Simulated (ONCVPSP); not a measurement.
# Building the ONCV potential for Rb (LDA (Perdew-Zunger), scalar-relativistic).

The input file (ONCVPSP 4.0.1):

```
# ATOM AND REFERENCE CONFIGURATION
# atsym  z   nc   nv     iexc    psfile
  Rb 37.00    6    4        3      upf
#
#   n    l    f
    1    0    2.00
    2    0    2.00
    2    1    6.00
    3    0    2.00
    3    1    6.00
    3    2   10.00
    4    0    2.00
    4    1    6.00
    5    0    0.50
    5    1    0.50
#
# PSEUDOPOTENTIAL AND OPTIMIZATION
# lmax
    2
#
#   l,   rc,      ep,       ncon, nbas, qcut
    0    2.00    0.00    5    8    6.80
    1    2.40    0.00    3    7    7.30
    2    1.90    0.17    4    8    5.80
#
# LOCAL POTENTIAL
# lloc, lpopt,  rc(5),   dvloc0
    4    2    1.30    1.00
#
# VANDERBILT-KLEINMAN-BYLANDER PROJECTORs
# l, nproj, debl
    0    2    2.40
    1    2    2.80
    2    3    1.40
#
# MODEL CORE CHARGE
# icmod, fcfact, rcfact
    3    4.75    1.10
#
# LOG DERIVATIVE ANALYSIS
# epsh1, epsh2, depsh
   -3.00    5.00    0.02
#
# OUTPUT GRID
# rlmax, drl
    6.00    0.01
#
# TEST CONFIGURATIONS
# ncnf
    4
# nvcnf
#   n    l    f
    4
    4    0    2.00
    4    1    6.00
    5    0    1.00
    5    1    0.00
#
    4
    4    0    2.00
    4    1    6.00
    5    0    0.00
    5    1    0.00
#
    4
    4    0    2.00
    4    1    6.00
    5    0    0.50
    5    1    0.00
#
    4
    4    0    2.00
    4    1    5.00
    5    0    1.00
    5    1    0.00
#
```

Command:

```bash
oncvpsp.x < Rb.dat > Rb.out
```

Resulting log (shortened: citation, most of the input echo, consistency checks and plot data are left out):

```
ONCVPSP  (Optimized Norm-Conservinng Vanderbilt PSeudopotential)
scalar-relativistic version 4.0.1

#   n    l    f        energy (Ha)
    1    0    2.00    -5.5163909E+02
    2    0    2.00    -7.3728085E+01
    2    1    6.00    -6.5421572E+01
    3    0    2.00    -1.0942367E+01
    3    1    6.00    -8.2787770E+00
    3    2   10.00    -3.8576048E+00
    4    0    2.00    -1.2023636E+00
    4    1    6.00    -6.1620233E-01
    5    0    0.50    -1.0045275E-01
    5    1    0.50    -4.1012654E-02

Reference configufation results
  iterations    25
  all-electron total energy (Ha)   -2.97761500D+03

Begin loop to  construct optimized pseudo wave functions
and semi-local pseudopoentials for all angular momenta

Calculating optimized projector #   1

 for l=   0

    Fraction of norm inside rc  0.860797
    Optimizing pswf for qcut=   6.79 a_B^-1,  ecut=  23.06 Ha
    Residual kinetic energy error=  3.52D-06 Ha

    Energy error per electron        Cutoff
         Ha          eV             Ha
         0.01000     0.27211       12.26
         0.00100     0.02721       16.13
         0.00010     0.00272       19.16
         0.00001     0.00027       22.14

Calculating optimized projector #   2

 for l=   0

    Fraction of norm inside rc  0.031556
    Optimizing pswf for qcut=   6.79 a_B^-1,  ecut=  23.06 Ha
    Residual kinetic energy error=  5.63D-07 Ha

    Energy error per electron        Cutoff
         Ha          eV             Ha
         0.01000     0.27211        7.17
         0.00100     0.02721       12.70
         0.00010     0.00272       16.67
         0.00001     0.00027       19.76

Calculating optimized projector #   1

 for l=   1

    Fraction of norm inside rc  0.853009
    Optimizing pswf for qcut=   7.29 a_B^-1,  ecut=  26.61 Ha
    Residual kinetic energy error=  1.22D-09 Ha

    Energy error per electron        Cutoff
         Ha          eV             Ha
         0.01000     0.27211        4.83
         0.00100     0.02721        8.66
         0.00010     0.00272       15.29
         0.00001     0.00027       18.54

Calculating optimized projector #   2

 for l=   1

    Fraction of norm inside rc  0.018518
    Optimizing pswf for qcut=   7.29 a_B^-1,  ecut=  26.61 Ha
    Residual kinetic energy error=  1.98D-09 Ha

    Energy error per electron        Cutoff
         Ha          eV             Ha
         0.01000     0.27211        2.42
         0.00100     0.02721        4.44
         0.00010     0.00272        6.71
         0.00001     0.00027       14.38

   Wellstate for l =  2  n =  4
     eigenvalue =   0.1700
     asymptotic potential =   0.6700
     half-point radius =  3.5205

   Wellstate for l =  2  n =  5
     eigenvalue =   1.5700
     asymptotic potential =   2.0700
     half-point radius =  3.1757

   Wellstate for l =  2  n =  6
     eigenvalue =   2.9700
     asymptotic potential =   3.4700
     half-point radius =  3.5065

Calculating optimized projector #   1

 for l=   2

    Fraction of norm inside rc  0.329496
    Optimizing pswf for qcut=   5.80 a_B^-1,  ecut=  16.84 Ha
    Residual kinetic energy error=  1.01D-05 Ha

    Energy error per electron        Cutoff
         Ha          eV             Ha
         0.01000     0.27211        7.11
         0.00100     0.02721       10.57
         0.00010     0.00272       13.76
         0.00001     0.00027       17.26

Calculating optimized projector #   2

 for l=   2

    Fraction of norm inside rc  0.280105
    Optimizing pswf for qcut=   5.80 a_B^-1,  ecut=  16.84 Ha
    Residual kinetic energy error=  2.06D-04 Ha

    Energy error per electron        Cutoff
         Ha          eV             Ha
         0.01000     0.27211        9.92
         0.00100     0.02721       14.28
         0.00010     0.00272       18.59
         0.00001     0.00027       74.42

Calculating optimized projector #   3

 for l=   2

    Fraction of norm inside rc  0.137552
    Optimizing pswf for qcut=   5.80 a_B^-1,  ecut=  16.84 Ha
    Residual kinetic energy error=  2.06D-03 Ha

    Energy error per electron        Cutoff
         Ha          eV             Ha
         0.01000     0.27211       11.88
         0.00100     0.02721       19.67
         0.00010     0.00272       66.21
         0.00001     0.00027      104.50

Construct Vanderbilt / Kleinmman-Bylander projectors

B matrix Hermiticity error, ll=   0
   1   2    4.8682E-05

  Orthonormal projector coefficients  7.0354E+00  4.2479E-01

B matrix Hermiticity error, ll=   1
   1   2    1.3614E-05

  Orthonormal projector coefficients  2.0797E+00  4.6428E-01

B matrix Hermiticity error, ll=   2
   1   2    1.0649E-04
   1   3   -1.6271E-04
   2   3    1.1357E-04

  Orthonormal projector coefficients  1.2840E+02  5.6530E-01  2.1565E-01

Model core correction analysis
  based on d2Exc/dn_idn_j

d2excae - all-electron derivatives

   -2.846249D-02   -2.468808D-02   -1.858987D-03   -7.168003D-04
   -2.468849D-02   -2.398949D-02   -3.668077D-03   -1.105174D-03
   -1.858455D-03   -3.664420D-03   -3.478975D-02   -2.526175D-02
   -7.167615D-04   -1.104811D-03   -2.524814D-02   -3.134395D-02

d2excps - pseudofunction derivatives with no core correction

   -3.678384D-02   -3.010830D-02   -2.381473D-03   -9.176906D-04
   -3.010969D-02   -2.739398D-02   -4.019100D-03   -1.234295D-03
   -2.381841D-03   -4.016108D-03   -3.482464D-02   -2.527517D-02
   -9.176725D-04   -1.233925D-03   -2.526155D-02   -3.134880D-02

rms 2nd derivative error    2.963455E-03

rmatch, rhocmatch    0.9867    4.1680

Teter function model core charge with specified parameters

d2excps - pseudofunction derivatives with core correction

   -3.329735D-02   -2.778202D-02   -2.144334D-03   -8.256169D-04
   -2.778145D-02   -2.582025D-02   -3.860405D-03   -1.171837D-03
   -2.143792D-03   -3.856758D-03   -3.480807D-02   -2.526879D-02
   -8.255651D-04   -1.171485D-03   -2.525519D-02   -3.134631D-02

rms 2nd derivative error    1.698090E-03

Pseudoatom total energy  -24.281616

Diagnostic tests using Vanderbilt-Kleinman-Bylander pseudopotentials
  1 or more projectors used as specified by nproj input data

   l    rcore       rmatch      e in        delta e   norm test  slope test

   0   2.0107029   2.0717521  -1.2023636  -0.0000005   1.0000800   1.0000827
   0   2.0107029   2.0717521  -0.1004528   0.0000009   1.0000284   1.0000238

   1   2.4059540   2.4790040  -0.6162023  -0.0000014   1.0000568   1.0000603
   1   2.4059540   2.4790040  -0.0410127   0.0000003   1.0000225   1.0000176

   2   1.9053118   1.9631612   0.1700000   0.0000060   1.0000880   1.0000880
   2   1.9053118   1.9631612   1.5700000   0.0000033   1.0001788   1.0001788
   2   1.9053118   1.9631612   2.9700000   0.0000270   1.0002239   1.0002239

 Testing for bound ghosts
   n   l    E NL Schr. Eq   E Basis Diag.   E Cutoff

   1   0       -1.202364       -1.202354     65.11
   2   0       -0.100452       -0.009198     65.11

   2   1       -0.616204       -0.616176     38.55
   3   1       -0.041012        0.053700     38.55

   3   2       -0.014150        0.069027    121.65

 Testing for highly-localized positive-energy ghosts
       l    <radius>/rc     E Basis Diag.   E Cutoff

       2        0.475924       30.135968    121.65  WARNING - GHOST(+)

       2        0.397691       51.902053    121.65  WARNING - GHOST(+)

       2        0.662645       82.523926    121.65  WARNING - GHOST(+)

       2        0.657625      185.820574    121.65  WARNING - GHOST(+)

Test configuration 0

   n   l     f        eae           eps        diff
   1   0  2.0000 -551.63908862
   2   0  2.0000  -73.72808512
   2   1  6.0000  -65.42157247
   3   0  2.0000  -10.94236653
   3   1  6.0000   -8.27877700
   3   2 10.0000   -3.85760481
   4   0  2.0000   -1.20236364   -1.20236409   -4.51D-07
   4   1  6.0000   -0.61620233   -0.61620369   -1.35D-06
   5   0  0.5000   -0.10045275   -0.10045182    9.33D-07
   5   1  0.5000   -0.04101265   -0.04101235    3.08D-07

    Total energies and differences
      AE_ref= -2.97761500D+03  AE_tst= -2.97761500D+03  dif=  0.00D+00
      PS_ref= -2.42816164D+01  PS_tst= -2.42816164D+01  dif=  1.42D-14
      PSP excitation error= -1.42D-14

Test configuration 1

   n   l     f        eae           eps        diff
   1   0  2.0000 -551.61130625
   2   0  2.0000  -73.70025460
   2   1  6.0000  -65.39376832
   3   0  2.0000  -10.91450853
   3   1  6.0000   -8.25092657
   3   2 10.0000   -3.82975925
   4   0  2.0000   -1.17472005   -1.17473518   -1.51D-05
   4   1  6.0000   -0.58912649   -0.58913577   -9.28D-06
   5   0  1.0000   -0.08692586   -0.08692523    6.27D-07

    Total energies and differences
      AE_ref= -2.97761500D+03  AE_tst= -2.97764428D+03  dif= -2.93D-02
      PS_ref= -2.42816164D+01  PS_tst= -2.43108951D+01  dif= -2.93D-02
      PSP excitation error= -6.90D-07

Test configuration 2

   n   l     f        eae           eps        diff
   1   0  2.0000 -551.82667569
   2   0  2.0000  -73.91553672
   2   1  6.0000  -65.60902084
   3   0  2.0000  -11.12967471
   3   1  6.0000   -8.46607166
   3   2 10.0000   -4.04487893
   4   0  2.0000   -1.38854973   -1.38853384    1.59D-05
   4   1  6.0000   -0.80086109   -0.80085722    3.87D-06

    Total energies and differences
      AE_ref= -2.97761500D+03  AE_tst= -2.97748710D+03  dif=  1.28D-01
      PS_ref= -2.42816164D+01  PS_tst= -2.41537117D+01  dif=  1.28D-01
      PSP excitation error= -3.76D-06

Test configuration 3

   n   l     f        eae           eps        diff
   1   0  2.0000 -551.71197612
   2   0  2.0000  -73.80088658
   2   1  6.0000  -65.49439028
   3   0  2.0000  -11.01509341
   3   1  6.0000   -8.35150350
   3   2 10.0000   -3.93032596
   4   0  2.0000   -1.27477797   -1.27478174   -3.76D-06
   4   1  6.0000   -0.68843146   -0.68843650   -5.04D-06
   5   0  0.5000   -0.15771161   -0.15771033    1.28D-06

    Total energies and differences
      AE_ref= -2.97761500D+03  AE_tst= -2.97758331D+03  dif=  3.17D-02
      PS_ref= -2.42816164D+01  PS_tst= -2.42499238D+01  dif=  3.17D-02
      PSP excitation error= -2.21D-06

Test configuration 4

   n   l     f        eae           eps        diff
   1   0  2.0000 -552.08714635
   2   0  2.0000  -74.16965711
   2   1  6.0000  -65.86411142
   3   0  2.0000  -11.37840759
   3   1  6.0000   -8.71465704
   3   2 10.0000   -4.29279631
   4   0  2.0000   -1.58993495   -1.58989912    3.58D-05
   4   1  5.0000   -0.98251608   -0.98280251   -2.86D-04
   5   0  1.0000   -0.30487028   -0.30485882    1.15D-05

    Total energies and differences
      AE_ref= -2.97761500D+03  AE_tst= -2.97686380D+03  dif=  7.51D-01
      PS_ref= -2.42816164D+01  PS_tst= -2.35300908D+01  dif=  7.52D-01
      PSP excitation error= -3.22D-04
```

The run took about 5.3 s on one core of a shared server CPU.
